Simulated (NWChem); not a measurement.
System: C3H9NSi; SMILES C/N=C/C[SiH3]

Input file for NWChem:

```
start job
memory heap 200 mb stack 900 mb global 1100 mb
geometry units angstroms noautoz
  C      0.464363    -2.622434     0.030350
  N      0.308568    -1.180168     0.030042
  C     -0.856054    -0.691092    -0.101108
  C     -1.085967     0.794171    -0.109618
  Si     0.518860     1.799516     0.092131
  H     -0.483871    -3.172749    -0.088318
  H      1.143899    -2.910682    -0.780475
  H      0.937602    -2.932594     0.969572
  H     -1.744163    -1.338752    -0.213897
  H     -1.590838     1.082281    -1.043993
  H     -1.795063     1.060597     0.688603
  H      1.180975     1.530938     1.393451
  H      0.140504     3.244078     0.065584
  H      1.466172     1.561179    -1.025796
end
basis spherical
  C library 3-21g
  N library 3-21g
  Si library 3-21g
  H library 3-21g
end
dft
  xc xpbe96 cpbe96
  iterations 150
end
tddft
  cis
  nroots 6
  notriplet
end
task tddft energy
```

NWChem printed, in part:

```
             Northwest Computational Chemistry Package (NWChem) 7.3.0
             --------------------------------------------------------

 CS  symmetry detected

                             Geometry "geometry" -> ""
                             -------------------------

 Output coordinates in angstroms (scale by  1.889725989 to convert to a.u.)

  No.       Tag          Charge          X              Y              Z
 ---- ---------------- ---------- -------------- -------------- --------------
    1 C                    6.0000     0.49649596    -2.61608148     0.00000000
    2 N                    7.0000     0.32585959    -1.17549596     0.00000000
    3 C                    6.0000    -0.85142371    -0.69931943     0.00000000
    4 C                    6.0000    -1.09709770     0.78344248     0.00000000
    5 Si                  14.0000     0.50914115     1.80661778     0.00000000
    6 H                    1.0000    -0.45299067    -3.17693045     0.00000000
    7 H                    1.0000     1.07969618    -2.90890314    -0.88115026
    8 H                    1.0000     1.07969618    -2.90890314     0.88115026
    9 H                    1.0000    -1.73944197    -1.35684966     0.00000000
   10 H                    1.0000    -1.71089411     1.05398815    -0.87236273
   11 H                    1.0000    -1.71089411     1.05398815     0.87236273
   12 H                    1.0000     1.32179869     1.56207639     1.21809358
   13 H                    1.0000     0.11439069     3.24703072     0.00000000
   14 H                    1.0000     1.32179869     1.56207639    -1.21809358

 Effective nuclear repulsion energy (a.u.)     217.8609258269

      Symmetry information
      --------------------

 Group name             Cs
 Group number              2
 Group order               2
 No. of unique centers    11

  pbe96 is a nonlocal functional; adding pw91lda local functional.

                                 NWChem DFT Module
                                 -----------------

 Summary of "ao basis" -> "ao basis" (spherical)
 ------------------------------------------------------------------------------
       Tag                 Description            Shells   Functions and Types
 ---------------- ------------------------------  ------  ---------------------
 C                           3-21g                   5        9   3s2p
 N                           3-21g                   5        9   3s2p
 Si                          3-21g                   7       13   4s3p
 H                           3-21g                   2        2   2s

      Symmetry analysis of basis
      --------------------------

        a'         50
        a"         17

            General Information
            -------------------
          SCF calculation type: DFT
          Wavefunction type:  closed shell.
          No. of atoms     :    14
          No. of electrons :    48
           Alpha electrons :    24
            Beta electrons :    24
          Charge           :     0
          Spin multiplicity:     1
          Use of symmetry is: off; symmetry adaption is: on
          Maximum number of iterations: 150
          AO basis - number of functions:    67
                     number of shells:    45
          Convergence on energy requested:  1.00D-06
          Convergence on density requested:  1.00D-05
          Convergence on gradient requested:  5.00D-04

              XC Information
              --------------
          PerdewBurkeErnzerhof Exchange Functional  1.000
            Perdew 1991 LDA Correlation Functional  1.000 local
           PerdewBurkeErnz. Correlation Functional  1.000 non-local

             Grid Information
             ----------------
          Grid used for XC integration:  medium
          Radial quadrature: Mura-Knowles
          Angular quadrature: Lebedev.
          Tag              B.-S. Rad. Rad. Pts. Rad. Cut. Ang. Pts.
          ---              ---------- --------- --------- ---------
          C                   0.70       49          13.0       434
          N                   0.65       49          11.0       434
          Si                  1.10       88          11.0       590
          H                   0.35       45          13.0       434
          Grid pruning is: on
          Number of quadrature shells:   689
          Spatial weights used:  Erf1

      Superposition of Atomic Density Guess
      -------------------------------------

 Sum of atomic energies:        -458.20365294

      Non-variational initial energy
      ------------------------------

 Total energy =    -461.021302
 1-e energy   =   -1060.534597
 2-e energy   =     381.652370
 HOMO         =      -0.291093
 LUMO         =       0.029664

      Symmetry analysis of molecular orbitals - initial
      -------------------------------------------------

  Numbering of irreducible representations:

     1 a'          2 a"

  Orbital symmetries:

     1 a'          2 a'          3 a'          4 a'          5 a'
     6 a'          7 a'          8 a"          9 a'         10 a'
    11 a'         12 a'         13 a'         14 a'         15 a'
    16 a"         17 a'         18 a"         19 a'         20 a"
    21 a'         22 a'         23 a"         24 a'         25 a"
    26 a'         27 a'         28 a"         29 a'         30 a'
    31 a'         32 a"         33 a'         34 a'

 !! scf_movecs_sym_adapt:    8 vectors were symmetry contaminated

  Symmetry fudging

   convergence    iter        energy       DeltaE   RMS-Dens  Diis-err
 ---------------- ----- ----------------- --------- --------- ---------
 d= 0,ls=0.0,diis     1   -460.9932403768 -6.79D+02  2.13D-02  6.82D-01

 !! scf_movecs_sym_adapt:   10 vectors were symmetry contaminated

  Symmetry fudging
 d= 0,ls=0.0,diis     2   -460.8910951891  1.02D-01  1.82D-02  1.40D+00

 !! scf_movecs_sym_adapt:    4 vectors were symmetry contaminated

  Symmetry fudging
 d= 0,ls=0.0,diis     3   -461.0228764376 -1.32D-01  6.53D-03  3.75D-01

 !! scf_movecs_sym_adapt:    7 vectors were symmetry contaminated

  Symmetry fudging
 d= 0,ls=0.0,diis     4   -461.0640346154 -4.12D-02  1.94D-03  1.36D-02

 !! scf_movecs_sym_adapt:    2 vectors were symmetry contaminated

  Symmetry fudging
 d= 0,ls=0.0,diis     5   -461.0656661630 -1.63D-03  6.37D-04  1.22D-03

 !! scf_movecs_sym_adapt:    2 vectors were symmetry contaminated

  Symmetry fudging
  Resetting Diis
 d= 0,ls=0.0,diis     6   -461.0658333632 -1.67D-04  1.31D-04  5.44D-05
 d= 0,ls=0.0,diis     7   -461.0658416428 -8.28D-06  9.78D-05  5.55D-06
 d= 0,ls=0.0,diis     8   -461.0658399195  1.72D-06  5.93D-05  1.98D-05
 d= 0,ls=0.0,diis     9   -461.0658423258 -2.41D-06  1.28D-05  1.25D-06
 d= 0,ls=0.0,diis    10   -461.0658424691 -1.43D-07  3.29D-06  4.04D-08

         Total DFT energy =     -461.065842469116
      One electron energy =    -1064.379347084780
           Coulomb energy =      432.317519452939
    Exchange-Corr. energy =      -46.864940664130
 Nuclear repulsion energy =      217.860925826855

 Numeric. integr. density =       48.000010853930

                  Occupations of the irreducible representations
                  ----------------------------------------------

                     irrep           alpha         beta
                     --------     --------     --------
                     a'               19.0         19.0
                     a"                5.0          5.0

                       DFT Final Molecular Orbital Analysis
                       ------------------------------------

 Vector   22  Occ=2.000000D+00  E=-2.782964D-01  Symmetry=a'
              MO Center= -3.9D-01,  1.3D+00,  1.7D-18, r^2= 3.3D+00
   Bfn.  Coefficient  Atom+Function         Bfn.  Coefficient  Atom+Function
  ----- ------------  ---------------      ----- ------------  ---------------
    34      0.302172   4 C  px               30      0.269937   4 C  px
    44     -0.247205   5 Si py               65     -0.233596  13 H  s
    33      0.204166   4 C  s                31      0.182330   4 C  py
    35      0.169837   4 C  py               43     -0.157287   5 Si px
    64     -0.158009  13 H  s                26     -0.142435   3 C  py

[...]

                                NWChem TDDFT Module
                                -------------------

            General Information
            -------------------
           No. of orbitals :     134
            Alpha orbitals :      67
             Beta orbitals :      67
        Alpha frozen cores :       0
         Beta frozen cores :       0
     Alpha frozen virtuals :       0
      Beta frozen virtuals :       0
         Spin multiplicity :       1
    Number of AO functions :      67
        Use of symmetry is : off
      Symmetry adaption is : on
         Schwarz screening :  0.10D-07

              XC Information
              --------------
   PerdewBurkeErnzerhof Exchange Functional   1.00
     Perdew 1991 LDA Correlation Functional   1.00 local
    PerdewBurkeErnz. Correlation Functional   1.00 non-local

             TDDFT Information
             -----------------
          Calculation type : Tamm-Dancoff TDDFT
         Wavefunction type : Restricted singlets
          No. of electrons :      48
           Alpha electrons :      24
            Beta electrons :      24
              No. of roots :       6
          Max subspacesize :    5200
            Max iterations :     100
               Target root :       1
           Target symmetry : none
      Symmetry restriction : off
                 Algorithm : Optimal
        Davidson threshold :  0.10D-03

    6 smallest eigenvalue differences (eV)
--------------------------------------------------------
  No. Spin  Occ  Vir  Irrep   E(Occ)    E(Vir)   E(Diff)
--------------------------------------------------------
    1    1   24   25 a"       -0.200    -0.028     4.674
    2    1   23   25 a'       -0.257    -0.028     6.239
    3    1   24   26 a'       -0.200     0.044     6.616
    4    1   22   25 a"       -0.278    -0.028     6.816
    5    1   21   25 a"       -0.287    -0.028     7.062
    6    1   20   25 a'       -0.290    -0.028     7.141
--------------------------------------------------------

  Entering Davidson iterations
  Restricted singlet excited states

  Iter   NTrls   NConv    DeltaV     DeltaE      Time
  ----  ------  ------  ---------  ---------  ---------
    1      6       0     0.30E+00   0.10+100        2.8
    2     12       0     0.20E+00   0.72E-01        2.9
    3     18       0     0.82E-01   0.42E-01        2.9
    4     24       3     0.50E-01   0.88E-02        2.9
    5     27       4     0.53E-01   0.14E-02        1.9
    6     29       5     0.46E-01   0.24E-02        1.6
    7     30       5     0.24E-01   0.31E-02        1.3
    8     31       5     0.45E-02   0.82E-03        1.2
    9     32       5     0.48E-03   0.22E-04        1.2
   10     33       6     0.48E-04   0.30E-06        1.2
  ----  ------  ------  ---------  ---------  ---------
  Convergence criterion met

  Ground state a'       -461.065842469116 a.u.

  ----------------------------------------------------------------------------
  Root   1 singlet a"             0.190946158 a.u.                5.1959 eV
  ----------------------------------------------------------------------------
     Transition Moments    X  0.00000   Y -0.00000   Z -0.19900
     Dipole Oscillator Strength                    0.0050410112
     Electric Quadrupole                           0.0000000133
     Magnetic Dipole                               0.0000014973
     Total Oscillator Strength                     0.0050425217

     Occ.   24  a'  ---  Virt.   25  a"       0.99465
  ----------------------------------------------------------------------------
  Root   2 singlet a'             0.246215304 a.u.                6.6999 eV
  ----------------------------------------------------------------------------
     Transition Moments    X -0.23030   Y -0.50158   Z  0.00000
     Dipole Oscillator Strength                    0.0500006565
     Electric Quadrupole                           0.0000000051
     Magnetic Dipole                               0.0000000302
     Total Oscillator Strength                     0.0500006919

     Occ.   20  a"  ---  Virt.   25  a"       0.07008
     Occ.   23  a"  ---  Virt.   25  a"       0.10794
     Occ.   24  a'  ---  Virt.   26  a'      -0.98700
     Occ.   24  a'  ---  Virt.   27  a'      -0.05412
  ----------------------------------------------------------------------------
  Root   3 singlet a"             0.252134303 a.u.                6.8609 eV
  ----------------------------------------------------------------------------
     Transition Moments    X -0.00000   Y -0.00000   Z -0.12321
     Dipole Oscillator Strength                    0.0025518928
     Electric Quadrupole                           0.0000000048
     Magnetic Dipole                               0.0000001004
     Total Oscillator Strength                     0.0025519980

     Occ.   21  a'  ---  Virt.   25  a"       0.05375
     Occ.   22  a'  ---  Virt.   25  a"      -0.99689
  ----------------------------------------------------------------------------
  Root   4 singlet a"             0.260972420 a.u.                7.1014 eV
  ----------------------------------------------------------------------------
     Transition Moments    X -0.00000   Y  0.00000   Z  0.03482
     Dipole Oscillator Strength                    0.0002109085
     Electric Quadrupole                           0.0000000157
     Magnetic Dipole                               0.0000000154
     Total Oscillator Strength                     0.0002109397

     Occ.   21  a'  ---  Virt.   25  a"       0.99649
     Occ.   22  a'  ---  Virt.   25  a"       0.05217
  ----------------------------------------------------------------------------
  Root   5 singlet a'             0.263041509 a.u.                7.1577 eV
  ----------------------------------------------------------------------------
     Transition Moments    X  0.07182   Y -0.34372   Z  0.00000
     Dipole Oscillator Strength                    0.0216218752
     Electric Quadrupole                           0.0000000342
     Magnetic Dipole                               0.0000002079
     Total Oscillator Strength                     0.0216221174

     Occ.   20  a"  ---  Virt.   25  a"      -0.95372
     Occ.   23  a"  ---  Virt.   25  a"      -0.24210
     Occ.   24  a'  ---  Virt.   26  a'      -0.08503
     Occ.   24  a'  ---  Virt.   27  a'      -0.14018
  ----------------------------------------------------------------------------
  Root   6 singlet a'             0.279706888 a.u.                7.6112 eV
  ----------------------------------------------------------------------------
     Transition Moments    X  0.28624   Y -0.05579   Z -0.00000
     Dipole Oscillator Strength                    0.0158584420
     Electric Quadrupole                           0.0000000238
     Magnetic Dipole                               0.0000021692
     Total Oscillator Strength                     0.0158606350

     Occ.   16  a"  ---  Virt.   25  a"       0.08780
     Occ.   20  a"  ---  Virt.   25  a"       0.22134
     Occ.   20  a"  ---  Virt.   28  a"      -0.05086
     Occ.   22  a'  ---  Virt.   26  a'      -0.10602
     Occ.   23  a"  ---  Virt.   25  a"      -0.36160
     Occ.   24  a'  ---  Virt.   27  a'      -0.88739

              Target root =      1
          Target symmetry = none
      Ground state energy =   -461.065842469116
        Excitation energy =      0.190946158355
     Excited state energy =   -460.874896310762

  stored tddft:energy   -460.87489631076181
```

Level: PBE/3-21G, TDA. STO-3G and 3-21G are far too small for this property and stand as cheap habits. The geometry was optimised at B3LYP/6-31G* (spherical d).
